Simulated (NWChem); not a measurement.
Species: BH₂SF; SMILES FBS

```xyz
5

B     -0.5213    -0.5939     0.0000
F      0.3068    -1.6389     0.0000
H     -1.7212    -0.7865     0.0000
S      0.2045     1.0605     0.0000
H     -0.9954     1.7027     0.0000
```
Atoms are numbered in this order, from 1.

Program: NWChem. Pople sets run with spherical d functions. Coordinates come from a PBE-D3(BJ)/def2-SVP optimisation. Core excitations by TDA in a window of 1s orbitals, non-relativistic and unshifted: absolute energies depend strongly on the exact-exchange share.

```
level                          first 1s excitation (eV)  dipole oscillator strength of the first  first state with f > 0.002 (eV)  dipole oscillator strength of that state
-----------------------------  ------------------------  ---------------------------------------  -------------------------------  ----------------------------------------
F K edge, BHandHLYP/6-311G**                      684.1                                   0.0175                            684.1                                    0.0175
F K edge, B3LYP/def2-TZVP                         669.3                                   0.0129                            669.3                                    0.0129
S K edge, BHandHLYP/def2-TZVP                    2445.8                                   0.0058                           2445.8                                    0.0058
S K edge, PBE0/6-311G**                          2420.1                                   0.0017                           2420.3                                    0.0039
```
